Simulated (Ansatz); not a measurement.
CH$_{6}$AlN$_{3}$O (`N=[C](O)[Al]([NH2])[NH2]`). Total charge 0; spin multiplicity 1. The structure was optimised at the PBE0-D4/def2-TZVP level. It is one conformer, not always the lowest.

```xyz
12

N    -1.600   -1.267   -0.722
C    -1.203   -0.417    0.130
O    -1.945    0.080    1.157
Al    0.659    0.235   -0.063
N     1.587   -0.445   -1.393
N     1.274    1.431    1.078
H    -2.570   -1.572   -0.579
H    -2.829   -0.316    1.138
H     1.177   -1.124   -2.014
H     2.537   -0.244   -1.653
H     2.193    1.840    1.089
H     0.718    1.800    1.832
```

Task: What is the dipole moment at ωB97M-V/def2-TZVPP? (Estimate.)

Result: Ansatz gave: 1.08 D, with components (-0.23, 0.59, 0.87) D in this frame, pointing from negative to positive charge.

Task: And with PBE, r2SCAN, B3LYP? (An estimate is asked.)

Result: Computed: PBE 1.04 D, r2SCAN 1.08 D, B3LYP 1.05 D.

Task: Give the Mulliken charges with ωB97M-V, B3LYP, PBE in def2-TZVPP. (Estimate.)

Result: The calculation gave: 
| atom | ωB97M-V | B3LYP | PBE |
| --- | --- | --- | --- |
| N1 | -0.28 | -0.28 | -0.25 |
| C2 | 0.06 | 0.07 | 0.02 |
| O3 | -0.27 | -0.28 | -0.23 |
| Al4 | 0.60 | 0.58 | 0.48 |
| N5 | -0.37 | -0.42 | -0.40 |
| N6 | -0.37 | -0.42 | -0.41 |
| H7 | 0.07 | 0.09 | 0.09 |
| H8 | 0.15 | 0.16 | 0.15 |
| H9 | 0.12 | 0.15 | 0.16 |
| H10 | 0.09 | 0.11 | 0.13 |
| H11 | 0.09 | 0.12 | 0.13 |
| H12 | 0.11 | 0.14 | 0.15 |

B3LYP here is the variant with VWN-RPA as its local correlation; programs differ in this.
